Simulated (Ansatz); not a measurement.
`FC(F)(F)O[SiH](Cl)Cl` + H₂S → `FC(F)(F)S` + `O[SiH](Cl)Cl`  (substitution at a C–O bond)

Computed with Ansatz on PBE0-D4/def2-TZVP structures; ΔE is electronic, products minus reactants. CBS: MP2 limit from def2 TZ/QZ plus the TZ coupled-cluster correction, frozen cores. This one scheme is used for every species. Functionals use def2-TZVPP. Each species was taken in one conformer, which may not be the lowest.

```tsv
level	ΔE (kJ/mol)
r2SCAN-D4	19.7
ωB97M-V	21.2
```

What does CCSD(T)/CBS give? (Best estimate.)

Computed: +18.6 kJ/mol. The listed levels differ from it by 1.1, 2.6 kJ/mol.

Largest T1 diagnostic among the species: 0.012.

The D4 term adds +4.5 kJ/mol with B3LYP and +3.1 kJ/mol with PBE0; it sums over pairs of atoms, weighted by their polarisabilities, and B3LYP, whose exchange is more repulsive, gets the larger term. In def2-TZVPP, CCSD(T) changes the Hartree–Fock value by −13.8 kJ/mol (the triples alone add −2.6 kJ/mol) and MP2 by −18.8 kJ/mol. From PBE to PBE0 (25 % exact exchange), in def2-TZVPP and without D4, ΔE moves by +9.4 kJ/mol.

B3LYP here is the variant with VWN-RPA as its local correlation; programs differ in this.
